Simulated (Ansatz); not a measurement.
Job for Ansatz (a quantum-chemistry and plane-wave program): U-B97M-V/def2-TZVPP on CoO, 2S+1 = 6, a spin state set in the input, which need not be the lowest, a point of a bond scan (R = 1.646 Å).

Ansatz 0.2 input:
```yaml
crystal:
  periodic: [false, false, false]
  atoms:
    - {symbol: Co, position_ang: [0.00000000, 0.00000000, 0.00000000]}
    - {symbol: O, position_ang: [0.00000000, 0.00000000, 1.64645600]}
basis:
  gaussian:
    orbitals: def2-TZVPP
    pivot_positions_ang: [[0.00000000, 0.00000000, 0.00000000], [0.00000000, 0.00000000, 1.64645600]]
hamiltonian:
  xc: {name: B97M-V}
magnetization: {spin_polarized: true, initial_magnetization: 5}
output: {forces: true, orbitals: {seedname: ./end}}
```

The log:

```
WARN ansatz: RAYON_NUM_THREADS=1 ignored (pool sized by the plan → 1); use --threads N
Functional definition: B97M-V
integrals: 0.03 GiB planned
637 factors; their error is unknown
mean field: 0.37 GiB planned
mean field evaluation 1: about -39658.1528 eV, gradient 4.1e1 eV
mean field evaluation 2: about -39527.6709 eV, gradient 1.6e2 eV
mean field evaluation 4: about -39663.2032 eV, gradient 1.4e1 eV
mean field evaluation 8: about -39663.8259 eV, gradient 7.4e-1 eV
mean field evaluation 16: about -39663.8199 eV, gradient 5.9e-4 eV
mean field evaluation 32: about -39663.7849 eV, gradient 5.9e-1 eV
mean field -39663.81987722 eV, -1457.6184953850 hartree, gradient 4.8e-6 eV, S^2 8.761693; 3 other end points of the search recorded, 0 dependent functions left out
the calculation of the forces begins
reference -39663.81993602 eV, -1457.6184975461 hartree; 20, 15 occupied and 75, 80 virtual orbitals, 637 factors
Total energy: -39663.81993602 eV, -1457.6184975461 hartree
Atom 0 at     0.000000     0.000000     0.000000 Å, force    -0.000000    -0.000000    -0.182292 eV/Å
Atom 1 at     0.000000     0.000000     1.646456 Å, force     0.000000    -0.000000     0.182292 eV/Å
Dipole moment:    -0.000000     0.000000    -0.336667 e Å
```

Self-consistency was reached.

Cost: very roughly 12 core-seconds.
